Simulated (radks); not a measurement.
Radial electron density D(r) = 4 pi r^2 rho(r) of an atom or ion with 61 electrons. Calculated with a radial shooting solver on a logarithmic mesh with Libxc functionals: Dirac Kohn-Sham, PBE, spin-unpolarised, spherical densities, finite nucleus; Fermi nuclear charge, rms radius of each element as measured or else 0.836 A^(1/3) + 0.57 fm.

```
   r/bohr * D(r) (the largest magnitude, 109, reaches the edge; | marks zero)
   0.0011 | *
  0.00128 |  *
 0.001503 |   *
 0.001749 |    *
 0.002036 |     *
 0.002371 |      *
  0.00276 |        *
 0.003213 |          *
  0.00374 |             *
 0.004389 |                *
  0.00511 |                   *
 0.005949 |                       *
 0.006925 |                           *
 0.008062 |                               *
 0.009386 |                                   *
  0.01093 |                                      *
  0.01282 |                                        *
  0.01493 |                                          *
  0.01738 |                                         *
  0.02023 |                                        *
  0.02355 |                                      *
  0.02742 |                                     *
  0.03192 |                                     *
  0.03746 |                                      *
  0.04361 |                                          *
  0.05076 |                                               *
   0.0591 |                                                    *
   0.0688 |                                                      *
  0.08009 |                                                     *
  0.09324 |                                                *
   0.1094 |                                           *
   0.1274 |                                        *
   0.1483 |                                          *
   0.1726 |                                              *
    0.201 |                                               *
    0.234 |                                           *
   0.2724 |                                  *
   0.3196 |                       *
   0.3721 |                  *
   0.4332 |                   *
   0.5043 |                      *
   0.5871 |                     *
   0.6835 |                  *
   0.7957 |            *
   0.9337 |        *
    1.087 |      *
    1.265 |    *
    1.473 |   *
    1.715 |  *
    1.997 | *
    2.324 |*
    2.728 |*
    3.175 *
    3.697 *
    4.303 *
     5.01 *
    5.832 *
     6.79 *
    7.968 *
    9.276 *
     10.8 *
```

What is the nuclear charge?

Answer. Z = 62. The innermost maximum, from 1s, lies near gamma/Z bohr with gamma = sqrt(1 - (Z/c)^2) = 0.892, here 0.0144 bohr (found: 0.0159), and its height grows with Z. The density is that of the samarium ion Sm+ in [Xe] 4f6 6s1; the configuration itself is not fixed sharply by these data, and Z only to a few units. D(r) has 4 maxima, at r = 0.0159, 0.0699, 0.196, 0.542 bohr, and minima at 0.0307, 0.129, 0.390 bohr, inside which lie 2.02, 11.22, 29.23 electrons.
